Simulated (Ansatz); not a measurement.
Q: Predict a relaxed structure of SiH2Me(OiPr) (C4H12OSi), charge 0, singlet, at PBE-D4/def2-SVP (Ansatz).

A: 
```tsv
atom	x (Å)	y (Å)	z (Å)
C1	-1.866	-1.159	-2.174
C2	0.855	0.547	0.594
C3	2.308	0.110	0.439
C4	0.371	0.474	2.043
O5	0.063	-0.296	-0.248
Si6	-1.463	0.098	-0.842
H7	-2.516	0.053	0.242
H8	-1.435	1.506	-1.394
H9	-1.864	-2.186	-1.753
H10	-1.120	-1.119	-2.993
H11	-2.870	-0.964	-2.603
H12	0.764	1.606	0.243
H13	2.426	-0.943	0.771
H14	2.984	0.747	1.045
H15	2.620	0.172	-0.622
H16	-0.682	0.808	2.134
H17	0.433	-0.570	2.413
H18	0.990	1.116	2.702
```
 This is one stationary point.

Another isomer (singlet) lies 0.70 eV lower at PBE0-D4/def2-TZVP; other spin states weren't run for this one.
